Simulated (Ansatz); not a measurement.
Job for Ansatz (a quantum-chemistry and plane-wave program): R-CCSD(T)/cc-pV(T+d)Z on H6OSi2 (SMILES [SiH3]O[SiH3]), a point of a torsion scan. Files ending in .json are basis or fitting sets from the Basis Set Exchange.

Ansatz 0.2 input:
```yaml
crystal:
  periodic: [false, false, false]
  atoms:
    - {symbol: Si, position_ang: [1.60081641, -0.19941003, 0.11963117]}
    - {symbol: O, position_ang: [-0.00394410, -0.13203429, -0.05686561]}
    - {symbol: Si, position_ang: [-1.61313981, -0.08533827, -0.19571432]}
    - {symbol: H, position_ang: [2.08026552, -1.22993521, -0.79926493]}
    - {symbol: H, position_ang: [2.11369801, 1.12580741, -0.22217661]}
    - {symbol: H, position_ang: [1.85990905, -0.54553368, 1.51594483]}
    - {symbol: H, position_ang: [-2.11292187, -1.39066012, 0.23194403]}
    - {symbol: H, position_ang: [-1.90131362, 0.17968432, -1.60380281]}
    - {symbol: H, position_ang: [-2.07956943, 0.99245055, 0.67445019]}
basis:
  gaussian:
    orbitals: cc-pV_T+d_Z.json
magnetization: {spin_polarized: false}
correlation: {method: ccsd_t, electrons: outside_noble_gas}
scf: {lower_state_search: off}
```

It printed:

```
WARN ansatz: RAYON_NUM_THREADS=2 ignored (pool sized by the plan → 2); use --threads N
Functional definition: HF
these checks for a lower state are left out or cut short: stability, starts, cluster_reference, orbital_swaps, neighbouring_geometries, increment
integrals: 0.72 GiB planned
1101 factors; integrals over basis functions are off by at most 1.3e-3 eV
mean field: 0.67 GiB planned
mean field evaluation 1: about -17857.6414 eV, gradient 3.7e1 eV
mean field evaluation 2: about -17857.8120 eV, gradient 3.7e1 eV
mean field evaluation 4: about -17860.7291 eV, gradient 3.2e0 eV
mean field evaluation 8: about -17860.7709 eV, gradient 8.2e-2 eV
mean field -17860.77089947 eV, -656.3712240901 hartree, gradient 6.3e-7 eV, S^2 0.000000; 0 other end points of the search recorded, 0 dependent functions left out
11 core orbitals not correlated
reference -17860.77089947 eV, -656.3712240901 hartree; 10, 10 occupied and 171, 171 virtual orbitals, 1101 factors
second order -13.31566624 eV of doubles, -0.00000000 eV of singles
coupled cluster: 2.06 GiB planned
cycle   1  -13.99207765 eV  change   -6.8e-1 eV  update   8.5e-2
cycle   2  -14.41848155 eV  change   -4.3e-1 eV  update   2.6e-2
cycle   3  -14.49407296 eV  change   -7.6e-2 eV  update   1.1e-2
cycle   4  -14.48504384 eV  change    9.0e-3 eV  update   2.3e-3
cycle   5  -14.48541674 eV  change   -3.7e-4 eV  update   8.3e-4
cycle   6  -14.48541369 eV  change    3.0e-6 eV  update   1.9e-4
cycle   7  -14.48530311 eV  change    1.1e-4 eV  update   5.3e-5
cycle   8  -14.48530953 eV  change   -6.4e-6 eV  update   1.4e-5
perturbative correction -0.43393816 eV, -0.0159469333 hartree
Total energy: -17875.69014716 eV, -656.9194963303 hartree
Checks for a lower state left out: stability, starts, cluster_reference, orbital_swaps, neighbouring_geometries, increment
```

Self-consistency was reached.

Cost: about 25 core-seconds (a rough figure).
